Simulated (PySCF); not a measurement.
C4H8OSi, SMILES [SiH3]/C=C1\CCO1.

Coordinates come from a ωB97X-D3(BJ)/def2-SVP optimisation. The structure was generated by enumeration; whether it is a known compound was not checked.

Level of theory: ωB97X-D3(BJ)/def2-SVP run with PySCF.

Frequencies are harmonic and unscaled.

**Question.** Give all harmonic wavenumbers and intensities. (Estimate from the structure and the level; the computed values follow.)

**Answer.** 
| mode | ν (cm⁻¹) | IR (km/mol) | moving atoms (share of kinetic energy) |
|---|---|---|---|
| 1 | 92 | 0.4 | H 92 % |
| 2 | 119 | 0.3 | C 49 %, H 45 % |
| 3 | 151 | 0.8 | C 48 %, Si 29 %, H 22 % |
| 4 | 190 | 0.8 | C 42 %, O 34 %, H 22 % |
| 5 | 398 | 16.9 | O 30 %, C 30 %, Si 25 %, H 15 % |
| 6 | 475 | 1.7 | C 50 %, H 45 % |
| 7 | 578 | 17.3 | H 56 %, C 24 %, Si 15 % |
| 8 | 665 | 22.0 | H 85 %, Si 9 % |
| 9 | 767 | 16.7 | C 48 %, H 37 %, O 9 % |
| 10 | 798 | 0.0 | H 89 %, C 11 % |
| 11 | 837 | 83.2 | H 69 %, C 29 % |
| 12 | 844 | 24.7 | C 57 %, H 29 %, Si 10 % |
| 13 | 928 | 67.1 | C 42 %, H 41 %, O 17 % |
| 14 | 958 | 302.4 | H 85 %, Si 9 % |
| 15 | 958 | 45.6 | H 97 % |
| 16 | 982 | 108.9 | H 97 % |
| 17 | 1009 | 30.2 | C 56 %, H 37 % |
| 18 | 1063 | 72.1 | C 49 %, O 40 %, H 11 % |
| 19 | 1063 | 0.6 | H 58 %, C 40 % |
| 20 | 1155 | 85.7 | C 48 %, O 28 %, H 22 % |
| 21 | 1173 | 1.3 | H 84 %, C 11 % |
| 22 | 1204 | 0.7 | H 84 %, C 16 % |
| 23 | 1239 | 19.3 | H 65 %, C 35 % |
| 24 | 1286 | 28.0 | H 50 %, C 49 % |
| 25 | 1389 | 25.4 | H 50 %, C 42 %, O 8 % |
| 26 | 1454 | 14.2 | H 86 %, C 14 % |
| 27 | 1514 | 6.2 | H 89 %, C 11 % |
| 28 | 1787 | 424.5 | C 98 % |
| 29 | 2235 | 145.2 | H 96 % |
| 30 | 2240 | 124.7 | H 96 % |
| 31 | 2246 | 116.1 | H 99 % |
| 32 | 3098 | 56.3 | H 95 % |
| 33 | 3123 | 4.1 | H 94 % |
| 34 | 3166 | 15.9 | H 89 %, C 11 % |
| 35 | 3191 | 5.5 | H 90 %, C 10 % |
| 36 | 3199 | 1.3 | H 92 %, C 8 % |
